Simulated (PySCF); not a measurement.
C₂H₆ClNSi₂.
Geometry (PBE0-D3(BJ)/def2-SVP, Å), atoms numbered from 1 in this order:
```
atom  x, y, z in Å
N1    -0.0674    2.3916   -1.0668
C2     0.2004    1.2973   -0.7961
C3     0.6144   -0.0471   -0.4525
Si4    2.3782   -0.0626    0.2980
Si5    3.8381    1.1896   -1.0411
Cl6    5.7537    0.7522   -0.3626
H7     0.6082   -0.6749   -1.3585
H8    -0.0970   -0.4921    0.2617
H9     2.3276    0.5157    1.6731
H10    2.8294   -1.4842    0.3709
H11    3.6009    2.6537   -0.9111
H12    3.7374    0.7875   -2.4743
```

Jobs on this species (12 atoms, 70 electrons) with PySCF (density fitting). Hardware of each: one thread, Arm Neoverse V1 (aarch64) (shared host). The host was shared with other jobs, so the times are rough. Peak memory is the resident size of the whole Python process, interpreter and libraries included.

| level and settings | work | basis functions | SCF cycles | wall time | peak memory |
| --- | --- | --- | --- | --- | --- |
| delta-SCF UKS SCAN, pcX-2 on the ionised atom, pcseg-1 elsewhere, non-relativistic | ΔSCF core ionisation, 9 holes | 168 | ? | ? | ? |
| delta-SCF UKS SCAN, def2-TZVP on the ionised atom, pcseg-1 elsewhere, spin-free X2C | ΔSCF core ionisation, 9 holes | 145 | ? | ? | ? |
| delta-SCF UKS PBE0, pcX-2 on the ionised atom, pcseg-1 elsewhere, spin-free X2C | ΔSCF core ionisation, 9 holes | 168 | ? | ? | ? |
| delta-SCF UKS HF, pcX-2 on the ionised atom, pcseg-1 elsewhere, spin-free X2C | ΔSCF core ionisation, 9 holes | 168 | 122 | 60 s | 0.74 GiB |
| delta-SCF UKS B3LYP, pcX-2 on the ionised atom, pcseg-1 elsewhere, spin-free X2C | ΔSCF core ionisation, 9 holes | 168 | 123 | 87 s | 0.72 GiB |
| delta-SCF UKS SCAN, pcX-2 on the ionised atom, pcseg-1 elsewhere, spin-free X2C | ΔSCF core ionisation, 9 holes | 168 | 141 | 62 s | 0.69 GiB |
| delta-SCF UKS SCAN, pcX-1 on the ionised atom, pcseg-1 elsewhere, spin-free X2C | ΔSCF core ionisation, 9 holes | 148 | 140 | 51 s | 0.52 GiB |
| delta-SCF UKS PBE, pcX-2 on the ionised atom, pcseg-1 elsewhere, spin-free X2C | ΔSCF core ionisation, 9 holes | 168 | 147 | 40 s | 0.67 GiB |
| PBE0-D3(BJ)/def2-SVP, grid level 1 | geometry optimisation from a GFN2-xTB start shaken at random | 126 | 159 | 3.0 min | 0.52 GiB |

Q: Fill in the missing figures.

A: 
- delta-SCF UKS SCAN, pcX-2 on the ionised atom, pcseg-1 elsewhere, non-relativistic; ΔSCF core ionisation, 9 holes: 60 s, 0.68 GiB, 139 SCF cycles
- delta-SCF UKS SCAN, def2-TZVP on the ionised atom, pcseg-1 elsewhere, spin-free X2C; ΔSCF core ionisation, 9 holes: 58 s, 0.52 GiB, 140 SCF cycles
- delta-SCF UKS PBE0, pcX-2 on the ionised atom, pcseg-1 elsewhere, spin-free X2C; ΔSCF core ionisation, 9 holes: 88 s, 0.82 GiB, 122 SCF cycles

Q: What do all jobs in the table cost together?

A: About 11 min; the longest takes about 26 % of that, and about 4.5 times as long as the shortest.
